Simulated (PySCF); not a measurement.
B(F)(Me)2 (C2H6BF), SMILES CB(C)F.

Geometry: B3LYP-D3(BJ)/def2-SVP.

All values below come from M06-2X/def2-TZVP run with PySCF.

Symmetry labels are those of the subgroup C2 that the program uses (full group C2).

Computed valence orbital energies around the gap with their symmetry:
```
orbital  symmetry  energy (eV)
-------  --------  -----------
HOMO−7          B       -15.02
HOMO−6          B       -14.77
HOMO−5          A       -13.50
HOMO−4          B       -12.70
HOMO−3          A       -12.36
HOMO−2          B       -12.14
HOMO−1          A       -12.09
HOMO            B       -10.06
LUMO            B         1.01
LUMO+1          A         1.21
LUMO+2          B         2.60
LUMO+3          B         3.20
```
